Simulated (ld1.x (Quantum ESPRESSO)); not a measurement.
# Before and after: TM semilocal potential for scandium (Sc)

- Element: Sc (Z = 21)
- Generator: ld1.x (Quantum ESPRESSO) 7.5
- Type: norm-conserving Troullier–Martins (semilocal form)
- Functional: PBEsol
- Relativity: scalar-relativistic
- Frozen core: [Ar]
- Valence charge: 3
- Reference configuration: 3d1 4s2 4p0
- Partial waves: 4s (bound): rc 3.35 bohr; 3d (bound): rc 2.70 bohr; 4p (bound, empty): rc 3.65 bohr
- Local potential: the p channel
- Core correction: Bessel-smoothed model core, default radius (core density twice the valence density)

All-electron outer shells of the reference configuration (PBEsol, scalar-relativistic, ld1.x):

| shell | level (eV) | outermost node (bohr) | outermost maximum (bohr) |
| --- | --- | --- | --- |
| 3s | -54.88 | 0.42 | 0.92 |
| 3p | -33.55 | 0.39 | 0.97 |
| 4s | -4.19 | 1.33 | 3.10 |
| 3d | -3.25 | – | 1.10 |
| 4p | -1.45 | 1.49 | 4.03 |

Change: all radii but the core radius scaled by about 1.18 (s 3.94, p 4.30, d 3.18 bohr).

Cutoffs: the cutoffs (Ry, on a coarse ladder) from which the occupation-weighted sum of valence levels, in a spherical-Bessel basis at the reference potential, stays within 10 and 1 mRy of its value at 400 Ry; they do not see the model core or the augmentation charge, which bear on the density cutoff. Errors are all-electron minus pseudo energies relative to the spin-unpolarised reference configuration.

Problem. How do hardness, ghosts and transferability respond?

Solution. The potential gets softer (30 Ry and 35 Ry → 21 Ry and 30 Ry); of the 7 tests that both files solve, the error grows in 4 and shrinks in 2 by more than 15 % and 0.3 meV (median size 22.3 → 58.9 meV); neither file shows a bound ghost. A larger radius leaves more room for a smooth pseudo-wave, so fewer plane waves are needed. A semilocal file is local in each channel, so a ghost entry of none says nothing of the separable form that plane-wave codes build from it.

| quantity | base | changed |
| --- | --- | --- |
| cutoff, loose | 30 Ry | 21 Ry |
| cutoff, tight | 35 Ry | 30 Ry |
| loose cutoff by channel (10 mRy a level) | s 6 Ry, d 30 Ry | s 6 Ry, d 21 Ry |
| bound ghosts | none | none |
| error for 3d1 4s1 4p0, meV [ΔE 6.90 eV] | -3.5 | -6.8 |
| error for 3d1 4s0 4p0, meV [ΔE 19.55 eV] | -53 | -129 |
| error for 3d1 4s1.5 4p0, meV [ΔE 2.76 eV] | -0.5 | -0.5 |
| error for 3d0 4s2 4p0, meV [ΔE 8.40 eV] | -9.3 | +299 |
| error for 3d1 4s0 4p1, meV [ΔE 10.33 eV] | -22 | -59 |
| error for 3d2 4s1 4p0, meV [ΔE 1.66 eV] | -67 | +24 |
| error for 3d2 4s0 4p0, meV [ΔE 7.54 eV] | -98 | +81 |
